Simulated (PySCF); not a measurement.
Sb(Me)2 (C2H6Sb), SMILES [CH3][Sb+][CH3] (connectivity only; charge and spin as stated), charge +1, multiplicity 1.

Coordinates come from a B3LYP-D3(BJ)/def2-SVP optimisation. The spin state was assumed, not searched. The isomer is the one that the SMILES or the coordinates give; other isomers of the formula were not compared. The def2 effective core potentials stand for the cores of Sb; spin–orbit coupling is left out.

Calculation: TDA-CAM-B3LYP/def2-SVPD (PySCF).

Vertical excitations. Isolated molecule, no solvent. State labels are in the subgroup C2.

Problem. List the lowest excited states. (The exact figures need the calculation; the answer reports its results.)

Solution. 
```
state  symmetry  energy (eV)  λ (nm)      f                                              main pairs
-----  --------  -----------  ------  -----  ------------------------------------------------------
S1            B         2.27     547  0.010                                          HOMO→LUMO 99 %
S2            A         3.30     376  0.000                                        HOMO−1→LUMO 99 %
S3            A         6.06     205  0.000                                        HOMO−3→LUMO 99 %
S4            B         6.14     202  0.013                                        HOMO−2→LUMO 93 %
S5            B         6.53     190  0.002                                        HOMO−5→LUMO 99 %
S6            A         6.64     187  0.008                                        HOMO−4→LUMO 92 %
S7            B         7.25     171  0.272                                        HOMO→LUMO+1 82 %
S8            A         7.68     161  0.057                    HOMO→LUMO+2 69 %, HOMO−1→LUMO+1 25 %
S9            A         8.34     149  0.003                      HOMO→LUMO+3 78 %, HOMO→LUMO+2 12 %
S10           A         8.84     140  0.608  HOMO−1→LUMO+1 57 %, HOMO→LUMO+3 15 %, HOMO→LUMO+2 12 %
T1            B         1.27     976      0                                          HOMO→LUMO 99 %
T2            A         2.86     434      0                                        HOMO−1→LUMO 99 %
T3            B         5.62     221      0                                        HOMO→LUMO+1 86 %
T4            B         5.69     218      0                                        HOMO−2→LUMO 92 %
```
Triplets are in the Tamm–Dancoff approximation.
